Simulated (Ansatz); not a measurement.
Stepwise reaction of `[CH3][Mo]([CH3])(=[O])=[S]` with hydrogen chloride, as a gas-phase model of exchange steps in deposition or etching. ΔE in kJ/mol; ΔG adds harmonic PBE0-D4 terms to CCSD(T)/CBS, at 1 bar.

Program: Ansatz. Geometries: PBE0-D4/def2-TZVP. ΔE: electronic, gas phase. CCSD(T)/CBS is the MP2 limit (def2-TZVPP, def2-QZVPP) plus CCSD(T) − MP2 in def2-TZVPP, frozen cores. This one scheme is used for every species. DFT in def2-TZVPP. B3LYP here is the variant with VWN-RPA as its local correlation; programs differ in this. def2 core potentials past Kr. For Mo outer-core shells are correlated without core-valence functions, which leaves a few kJ/mol of doubt a bond.

```json
{"step": "1", "reaction": "`[CH3][Mo]([CH3])(=[O])=[S]` + HCl → `[CH3][Mo](=[O])(=[S])[Cl]` + CH₄", "PBE-D4": "-156.7", "B3LYP-D4": "-160.3", "ωB97M-V": "-154.0", "CCSD(T)/CBS": "-157.3", "ΔG(600 K)": "-136.5"}
```

(1) Give the row of step 2, `[CH3][Mo](=[O])(=[S])[Cl]` + HCl → `[O]=[Mo](=[S])([Cl])[Cl]` + CH₄. (An estimate is asked.)

(2) By hand: ΔE of the 2 steps together at CCSD(T)/CBS.

## Answers

(1) The calculation gave: 
```
step                                                              reaction  PBE-D4  B3LYP-D4  ωB97M-V  CCSD(T)/CBS  ΔG(600 K)
   2  `[CH3][Mo](=[O])(=[S])[Cl]` + HCl → `[O]=[Mo](=[S])([Cl])[Cl]` + CH₄  -139.2    -139.3   -129.3       -130.8     -114.9
```

(2) (-157.3) + (-130.8) = -288.1 kJ/mol, or -144.1 kJ/mol a step.

In ΔE each step is higher than the one before. All are downhill at CCSD(T)/CBS. ΔG lies between -136.5 and -114.9 kJ/mol a step. PBE-D4 differs from CCSD(T)/CBS by -8.4 to 0.6 kJ/mol a step. Only this route is followed, and other bonds may react first. Isolated molecules leave out the surface, adducts and barriers. Largest T1 diagnostic: 0.026.
